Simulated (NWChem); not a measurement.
Program: NWChem. System: HIPbS, charge 0, spin multiplicity 1, at a geometry optimised with PBE0/def2-SVP with def2 effective core potentials on I, Pb. The structure started from a generated list of species. Level: PBE/def2-TZVP with def2 effective core potentials on I, Pb.

Input file:

```
start mol
memory heap 200 mb stack 800 mb global 1000 mb
geometry units angstroms nocenter noautoz
  Pb    -0.815099    -0.563265     0.000000
  I      0.956882     1.642843     0.000000
  S      1.001322    -2.345306     0.000000
  H      0.102259    -3.358073     0.000000
  symmetry group Cs
end
basis spherical
  * library def2-tzvp
end
ecp
  I library def2-ecp
  Pb library def2-ecp
end
dft
  xc xpbe96 cpbe96
  semidirect memsize 60000000 filesize 0
  iterations 100
end
task dft energy
```

NWChem printed:

```
             Northwest Computational Chemistry Package (NWChem) 7.3.0
             --------------------------------------------------------

                                NWChem Input Module
                                -------------------

 Scaling coordinates for geometry "geometry" by  1.889725989
 (inverse scale =  0.529177249)

 Turning off AUTOSYM since
 SYMMETRY directive was detected!

                             Geometry "geometry" -> ""
                             -------------------------

 Output coordinates in angstroms (scale by  1.889725989 to convert to a.u.)

  No.       Tag          Charge          X              Y              Z
 ---- ---------------- ---------- -------------- -------------- --------------
    1 Pb                  82.0000    -0.81509900    -0.56326500     0.00000000
    2 I                   53.0000     0.95688200     1.64284300     0.00000000
    3 S                   16.0000     1.00132200    -2.34530600     0.00000000
    4 H                    1.0000     0.10225900    -3.35807300     0.00000000

 Effective nuclear repulsion energy (a.u.)    1224.6439219215

            Nuclear Dipole moment (a.u.)
            ----------------------------
        X                 Y               Z
 ---------------- ---------------- ----------------
     0.0000736993    -0.0000377945     0.0000000000

      Symmetry information
      --------------------

 Group name             Cs
 Group number              2
 Group order               2
 No. of unique centers     4

      Symmetry unique atoms

     1    2    3    4


 Summary of "ao basis" -> "" (spherical)
 ------------------------------------------------------------------------------
       Tag                 Description            Shells   Functions and Types
 ---------------- ------------------------------  ------  ---------------------
 *                         def2-tzvp                  on all atoms

 Summary of "ao basis" -> "ao basis" (spherical)
 ------------------------------------------------------------------------------
       Tag                 Description            Shells   Functions and Types
 ---------------- ------------------------------  ------  ---------------------
 Pb                        def2-tzvp                16       50   6s5p3d2f
 I                         def2-tzvp                16       50   6s5p3d2f
 S                         def2-tzvp                13       37   5s5p2d1f
 H                         def2-tzvp                 4        6   3s1p

 Summary of "ao basis" -> "ao basis" (spherical)
 ------------------------------------------------------------------------------
       Tag                 Description            Shells   Functions and Types
 ---------------- ------------------------------  ------  ---------------------
 Pb                        def2-tzvp                16       50   6s5p3d2f
 I                         def2-tzvp                16       50   6s5p3d2f
 S                         def2-tzvp                13       37   5s5p2d1f
 H                         def2-tzvp                 4        6   3s1p

      Symmetry analysis of basis
      --------------------------

        a'         96
        a"         47

            General Information
            -------------------
          SCF calculation type: DFT
          Wavefunction type:  closed shell.
          No. of atoms     :     4
          No. of electrons :    64
           Alpha electrons :    32
            Beta electrons :    32
          Charge           :     0
[...]
 d= 0,ls=0.0,diis     5   -889.3388189464 -2.45D-03  1.09D-03  1.71D-02    13.1
  Resetting Diis
 d= 0,ls=0.0,diis     6   -889.3413290738 -2.51D-03  2.68D-04  2.32D-03    13.8
 d= 0,ls=0.0,diis     7   -889.3417412678 -4.12D-04  2.81D-04  1.18D-04    14.7
 d= 0,ls=0.0,diis     8   -889.3416109557  1.30D-04  1.87D-04  8.44D-04    15.3
 d= 0,ls=0.0,diis     9   -889.3417642788 -1.53D-04  2.23D-05  1.08D-05    16.1
 d= 0,ls=0.0,diis    10   -889.3417652676 -9.89D-07  9.28D-06  1.76D-06    16.9

         Total DFT energy =     -889.341765267620
      One electron energy =    -1888.369700405982
           Coulomb energy =      821.258011728751
    Exchange-Corr. energy =      -64.177951673006
 Nuclear repulsion energy =      241.947875082615

 Numeric. integr. density =       64.000004739745

     Total iterative time =     14.4s

                  Occupations of the irreducible representations
                  ----------------------------------------------

                     irrep           alpha         beta
                     --------     --------     --------
                     a'               23.0         23.0
                     a"                9.0          9.0

                       DFT Final Molecular Orbital Analysis
                       ------------------------------------

 Vector   30  Occ=2.000000D+00  E=-2.454081D-01  Symmetry=a"
              MO Center=  6.8D-01, -2.8D-01, -2.8D-16, r^2= 5.5D+00
   Bfn.  Coefficient  Atom+Function         Bfn.  Coefficient  Atom+Function
  ----- ------------  ---------------      ----- ------------  ---------------
    68      0.356298  2 I  pz               117      0.315791  3 S  pz
    62     -0.298424  2 I  pz                65      0.235576  2 I  pz
   120      0.222113  3 S  pz                18      0.176207  1 Pb pz
    71      0.174252  2 I  pz                12     -0.160472  1 Pb pz
   114      0.141145  3 S  pz                15      0.129597  1 Pb pz

 Vector   31  Occ=2.000000D+00  E=-2.272536D-01  Symmetry=a"
              MO Center=  9.2D-01, -4.2D-01, -3.0D-15, r^2= 5.8D+00
   Bfn.  Coefficient  Atom+Function         Bfn.  Coefficient  Atom+Function
  ----- ------------  ---------------      ----- ------------  ---------------
    68      0.378257  2 I  pz               117     -0.370456  3 S  pz
    62     -0.320508  2 I  pz               120     -0.277329  3 S  pz
    65      0.257449  2 I  pz                71      0.206331  2 I  pz
   114     -0.168720  3 S  pz               108      0.141669  3 S  pz
   111      0.062580  3 S  pz                23     -0.060488  1 Pb d -1

 Vector   32  Occ=2.000000D+00  E=-2.223386D-01  Symmetry=a'
              MO Center=  7.9D-01,  7.8D-01, -1.5D-15, r^2= 4.8D+00
   Bfn.  Coefficient  Atom+Function         Bfn.  Coefficient  Atom+Function
  ----- ------------  ---------------      ----- ------------  ---------------
    66      0.424071  2 I  px                60     -0.359282  2 I  px
    63      0.288991  2 I  px                69      0.231949  2 I  px
    67     -0.212605  2 I  py                61      0.181291  2 I  py
     6      0.176816  1 Pb s                115      0.173373  3 S  px
   116     -0.156123  3 S  py                 5      0.149538  1 Pb s

 Vector   33  Occ=0.000000D+00  E=-1.292288D-01  Symmetry=a"
              MO Center= -5.6D-01, -5.7D-01, -3.1D-15, r^2= 4.6D+00
   Bfn.  Coefficient  Atom+Function         Bfn.  Coefficient  Atom+Function
  ----- ------------  ---------------      ----- ------------  ---------------
    18      0.544873  1 Pb pz                12     -0.400350  1 Pb pz
    15      0.329224  1 Pb pz                21      0.292057  1 Pb pz
   120     -0.206391  3 S  pz               117     -0.184325  3 S  pz
    68     -0.152637  2 I  pz                71     -0.151092  2 I  pz
    62      0.137964  2 I  pz                65     -0.120742  2 I  pz

 Vector   34  Occ=0.000000D+00  E=-7.390496D-02  Symmetry=a'
              MO Center= -5.1D-01, -2.0D-01, -2.9D-15, r^2= 6.8D+00
   Bfn.  Coefficient  Atom+Function         Bfn.  Coefficient  Atom+Function
  ----- ------------  ---------------      ----- ------------  ---------------
    19      0.365465  1 Pb px                17      0.362402  1 Pb py
    20      0.361465  1 Pb py                16      0.331952  1 Pb px
    56     -0.326694  2 I  s                  5      0.312873  1 Pb s
    70      0.302341  2 I  py                11     -0.251140  1 Pb py
    10     -0.235407  1 Pb px                69      0.219761  2 I  px

 Vector   35  Occ=0.000000D+00  E=-5.364990D-02  Symmetry=a'
              MO Center= -6.4D-01, -7.2D-01,  7.5D-16, r^2= 6.4D+00
   Bfn.  Coefficient  Atom+Function         Bfn.  Coefficient  Atom+Function
  ----- ------------  ---------------      ----- ------------  ---------------
    20      0.468605  1 Pb py                19     -0.424428  1 Pb px
   105      0.351523  3 S  s                 16     -0.344684  1 Pb px
   119      0.344609  3 S  py                17      0.311078  1 Pb py
     5     -0.261937  1 Pb s                 11     -0.228768  1 Pb py
    10      0.218201  1 Pb px               118     -0.211213  3 S  px

 center of mass
 --------------
 x =  -0.08206766 y =   0.06659178 z =   0.00000000

 moments of inertia (a.u.)
 ------------------
        2125.672810423632        -786.017324998777           0.000000000000
        -786.017324998777        1020.407268637152           0.000000000000
           0.000000000000           0.000000000000        3146.080079060785

     Multipole analysis of the density
     ---------------------------------

     L   x y z        total         alpha         beta         nuclear
     -   - - -        -----         -----         ----         -------
     0   0 0 0     -0.000000    -32.000000    -32.000000     64.000000

     1   1 0 0     -1.475830    -21.631938    -21.631938     41.788046
     1   0 1 0     -0.597610     11.232042     11.232042    -23.061694
     1   0 0 1     -0.000000     -0.000000     -0.000000      0.000000

     2   2 0 0    -50.707683   -120.986708   -120.986708    191.265734
     2   1 1 0      3.189888    -18.908042    -18.908042     41.005973
     2   1 0 1     -0.000000     -0.000000     -0.000000      0.000000
     2   0 2 0    -52.009896   -336.218359   -336.218359    620.426822
     2   0 1 1      0.000000      0.000000      0.000000      0.000000
     2   0 0 2    -50.439166    -25.219583    -25.219583      0.000000

 Task  times  cpu:       16.9s     wall:       16.9s

 Total times  cpu:       16.9s     wall:       16.9s
```
